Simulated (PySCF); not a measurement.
Spectrum to structure. The calculation used TDDFT CAM-B3LYP/def2-SVPD, vertical, gas phase, core orbitals frozen in the response (PySCF). Geometries: GFN2-xTB, one conformer each.

| state | ν̃ (cm⁻¹) | f | main configurations (H = HOMO, L = LUMO) |
| --- | --- | --- | --- |
| S1 | 56750 | 0.090 | H→L (87%) |
| S2 | 58480 | 0.014 | H→L+1 (53%), H→L+2 (23%) |
| S3 | 61350 | 0.053 | H-1→L+1 (24%), H→L+2 (23%), H-1→L+2 (22%) |
| S4 | 62680 | 0.395 | H-1→L (87%) |
| S5 | 64550 | 0.023 | H→L+4 (48%), H→L+3 (18%) |
| S6 | 65250 | 0.0023 | H-4→L (57%), H-2→L (24%), H-6→L (9%) |
| S7 | 66060 | 0.015 | H-1→L+2 (22%), H→L+2 (20%), H→L+4 (16%) |
| S8 | 67200 | 0.026 | H-1→L+3 (22%), H-1→L+1 (17%), H→L+4 (10%) |

Triplets computed (Tamm–Dancoff): 4.48, 6.91, 7.16 eV.

Orbital energies (eV): HOMO-3 -10.92, HOMO-2 -10.50, HOMO-1 -9.25, HOMO -8.76, LUMO 1.33, LUMO+1 1.44, LUMO+2 1.76.

Problem. Which structure fits?
A. `C=CCCOCC`
B. `C(C)COCC=C`
C. `COC(C(CO)=C)=O`

Solution. B. Its S1, at 7.04 eV, is the highest among the candidates; the nearest of the others has S1 at 6.75 eV. S1 is HOMO→LUMO (87%). Löwdin shares by element: HOMO carbon 41% or more, oxygen 35% (atoms not listed hold the other 24%); LUMO carbon 71% or more, hydrogen 7% or more (atoms not listed hold the other 22%). At the same level the other candidates give, for their lowest levels:
- `C=C(CO)C(=O)OC`: 5.14 eV (f 0.000); 6.10 eV (f 0.188); 6.58 eV (f 0.062); 7.11 eV (f 0.014); 7.19 eV (f 0.118); T1 3.79 eV; HOMO -9.27, LUMO -0.29 eV
- `C=CCCOCC`: 6.75 eV (f 0.171); 7.02 eV (f 0.013); 7.44 eV (f 0.034); 7.48 eV (f 0.025); 7.71 eV (f 0.047); T1 4.37 eV; HOMO -8.32, LUMO 1.23 eV

Conformer computed: `[CH2:1]=[CH:2][CH2:3][O:4][CH2:5][CH2:6][CH3:7]`: C1–C2–C3–O4 137°, C2–C3–O4–C5 179°, C3–O4–C5–C6 177°, O4–C5–C6–C7 -178°.
